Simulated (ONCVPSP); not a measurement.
# Varying the ONCV potential for Br (Z = 35)

Base potential:

ONCVPSP 4.0.1 input, shortened (lines: element, Z, core and valence counts, functional; n l f; lmax; l rc ep ncon nbas qcut; lloc lpopt rc5 dvloc0; l nproj debl; icmod fcfact rcfact), PBE, scalar-relativistic:

```
  Br 35.00    3    5        4      upf
    1    0    2.00
    2    0    2.00
    2    1    6.00
    3    0    2.00
    3    1    6.00
    3    2   10.00
    4    0    2.00
    4    1    4.50
    2
    0    1.05    0.00    5    8   13.40
    1    0.95    0.00    4    7   15.70
    2    0.65    0.00    4    9   22.70
    4    5    0.50    0.00
    0    2    1.10
    1    2    1.00
    2    3    2.50
    3    3.00    1.30
```

In the d channel the program set the typed energies aside and used -2.649, 0.250, 2.750 Ha.

Cutoffs, loose and tight: the cutoffs (Ha) at which the residual kinetic energy of the hardest occupied pseudo-wave falls to 1 and 0.1 mHa per electron. They do not see the model core or the augmentation charge, which bear on the density cutoff. Test errors are all-electron minus pseudo excitation energies from the reference, over the configurations 3s2 3p6 3d10 4s2 4p5; 3s2 3p6 3d10 4s2 4p4; 3s2 3p6 3d10 4s2 4p3; 3s2 3p6 3d10 4s1 4p6. A dash means not determined; rows that change the core or the reference have their own tests.

A true bound ghost makes a file unfit for plane-wave use even where its test errors are small: the radial tests pick states by their node count and pass the ghost by.

| change | outcome | cutoff, loose | cutoff, tight | bound ghosts | GHOST(+) flags above zero | largest test error (meV) |
| --- | --- | --- | --- | --- | --- | --- |
| base | generated, projector energies reset by the program | 217 Ha | 241 Ha | none | s | -2.7 |
| p: qcut 10.2 | generated, projector energies reset by the program | 217 Ha | 241 Ha | none | s | -3.3 |
| p: qcut 13.3 | generated, projector energies reset by the program | 217 Ha | 241 Ha | none | s | -2.6 |
| p: qcut 15.2 | generated, projector energies reset by the program | 217 Ha | 241 Ha | none | s | -2.7 |
| p: qcut 17.1 | generated, projector energies reset by the program | 217 Ha | 241 Ha | none | s | -2.7 |
| p: qcut 19.8 | generated, projector energies reset by the program | 217 Ha | 241 Ha | none | s | -2.8 |
| p: qcut 21.4 | generated, projector energies reset by the program | 217 Ha | 241 Ha | none | s | -2.7 |
| p: qcut 23.5 | generated, projector energies reset by the program | 217 Ha | 241 Ha | none | s | -2.8 |

Task: What comes out with this change to the base: p: qcut 11.3?

Result: outcome: generated, projector energies reset by the program; cutoff, loose: 217 Ha; cutoff, tight: 241 Ha; bound ghosts: p; GHOST(+) flags above zero: s; largest test error (meV): -3.8.

Reading the sweep of the qcut of the p channel (base included, trends over the rows without a ghost): The loose cutoff stays near 217 Ha. The median size of the test errors (rows with all tests solved) stays near 1.1 meV. Bound ghosts are found at 11.3 1/bohr.
